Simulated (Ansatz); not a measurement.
The same molecule with X = F, Cl, Br. Ansatz, PBE0-D4/def2-TZVP geometries, multiplicity 1. Each molecule was computed in one conformer, which needn't be the lowest.

Scalar relativity is left out up to krypton.

```json
{"X": "F", "molecule": "`CB(N)F`", "mean X–B bond length / Å": "1.347", "LUMO energy (PBE/def2-TZVPP) / eV": "0.03", "ideal-gas entropy at 298 K and 1 bar (rigid rotor, harmonic PBE0-D4/def2-TZVP) / J/(mol·K)": "296", "HOMO–LUMO gap (B3LYP/def2-TZVPP) / eV": "8.47"}
{"X": "Br", "molecule": "`CB(N)Br`", "mean X–B bond length / Å": "1.953", "LUMO energy (PBE/def2-TZVPP) / eV": "-0.48", "ideal-gas entropy at 298 K and 1 bar (rigid rotor, harmonic PBE0-D4/def2-TZVP) / J/(mol·K)": "318", "HOMO–LUMO gap (B3LYP/def2-TZVPP) / eV": "7.92"}
```

Give the row for X = Cl, `CB(N)Cl`. (Best estimate.)

Ansatz gave: 
```
 X   molecule  mean X–B bond length / Å  LUMO energy (PBE/def2-TZVPP) / eV  ideal-gas entropy at 298 K and 1 bar (rigid rotor, harmonic PBE0-D4/def2-TZVP) / J/(mol·K)  HOMO–LUMO gap (B3LYP/def2-TZVPP) / eV
Cl  `CB(N)Cl`                     1.786                              -0.30                                                                                         306                                   8.36
```

From F to Br the mean X–B bond length rises at each step, by 0.606 Å in all; the LUMO energy (PBE/def2-TZVPP) falls at each step, by 0.51 eV in all; the ideal-gas entropy at 298 K and 1 bar (rigid rotor, harmonic PBE0-D4/def2-TZVP) rises at each step, by 22 J/(mol·K) in all; the HOMO–LUMO gap (B3LYP/def2-TZVPP) falls at each step, by 0.55 eV in all. Bonds lengthen as the atom grows down the group.

B3LYP here is the variant with VWN-RPA as its local correlation; programs differ in this.

Spin–orbit coupling is left out; it splits and shifts lone-pair levels of the heavy atoms by tenths of an eV.
